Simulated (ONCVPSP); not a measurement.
Rb, ONCV: configuration errors across variants

```
Element                 : rubidium
Generator               : ONCVPSP 4.0.1
Type                    : optimised norm-conserving Vanderbilt (ONCV)
Functional              : BLYP
Relativity              : fully relativistic
Frozen core             : [Ar] 3d10
Valence charge          : 9
Reference configuration : 4s2 4p6 5s0.75 (charge +0.25)
Partial waves           : 4s+5s: rc 1.90 bohr, ncon 4, nbas 7, qcut 4.9 1/bohr, 2 projectors; 4p: rc 1.70 bohr, ncon 4, nbas 8, qcut 5.4 1/bohr, 2 projectors, debl 2.2 Ha; d scattering state at 0.11 Ha: rc 1.60 bohr, ncon 4, nbas 8, qcut 6.3 1/bohr, local
Local potential         : the d channel
Core correction         : Teter function, fcfact 2.75, rcfact 1.75
```

Open shells are filled in proportion to 2j + 1.

All-electron excitation energies from the reference (eV): (1) 4s2 4p6 5s1 -0.662; (2) 4s2 4p6 5s0 3.531; (3) 4s2 4p6 5s0.5 0.913; (4) 4s2 4p5 5s1 20.251.

Errors AE − PS in meV (a dash: test not solved or not reliable):

| change | (1) | (2) | (3) | (4) | bound ghosts | GHOST(+) flags above zero |
| --- | --- | --- | --- | --- | --- | --- |
| base | 0.0 | -0.2 | 0.0 | -15 | none | s |
| core correction Teter function, fcfact 2.75, rcfact 0.92 | 0.0 | 0.0 | 0.0 | +5.9 | none | s |
| core correction Teter function, fcfact 2.75, rcfact 1.08 | 0.0 | 0.0 | 0.0 | +5.7 | none | s |
| core correction Teter function, fcfact 2.75, rcfact 1.22 | 0.0 | 0.0 | 0.0 | +4.8 | none | s |
| core correction Teter function, fcfact 2.75, rcfact 1.34 | 0.0 | 0.0 | 0.0 | +3.0 | none | s |
| core correction Teter function, fcfact 2.75, rcfact 1.48 | 0.0 | 0.0 | 0.0 | -0.9 | none | s |
| core correction Teter function, fcfact 2.75, rcfact 1.64 | 0.0 | -0.1 | 0.0 | -8.1 | none | s |
| core correction Teter function, fcfact 2.75, rcfact 1.8 | 0.0 | -0.3 | 0.0 | -18 | none | s |
| core correction Teter function, fcfact 2.75, rcfact 1.86 | 0.0 | -0.4 | 0.0 | -23 | none | s |

(1) Give the same row for: core correction Teter function, fcfact 2.75, rcfact 2.06.

## Answers

(1) -0.1, -1.5, -0.1, -39; bound ghosts: none; GHOST(+) flags above zero: s.
